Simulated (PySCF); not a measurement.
TaOCl₂, SMILES [O]=[Ta+]([Cl])[Cl], charge +1, multiplicity 1.

The structure is a stationary point at PBE0-D3(BJ)/def2-SVP. The spin state was assumed, not searched. The isomer is the one that the SMILES or the coordinates give; other isomers of the formula were not compared. The def2 effective core potentials stand for the cores of Ta; spin–orbit coupling is left out.

All values below come from r2SCAN/def2-TZVPD run with PySCF.

Symmetry labels are those of the subgroup Cs that the program uses (full group Cs).

List the valence orbital energies around the gap with their symmetry. (An estimate is asked for; the answer gives what the named calculation found.)


```csv
orbital,symmetry,energy (eV)
HOMO−7,A",-16.21
HOMO−6,A',-15.90
HOMO−5,A",-15.68
HOMO−4,A',-15.48
HOMO−3,A',-15.18
HOMO−2,A",-14.35
HOMO−1,A',-14.12
HOMO,A",-13.88
LUMO,A',-10.36
LUMO+1,A",-9.45
LUMO+2,A',-8.75
LUMO+3,A",-7.23
```
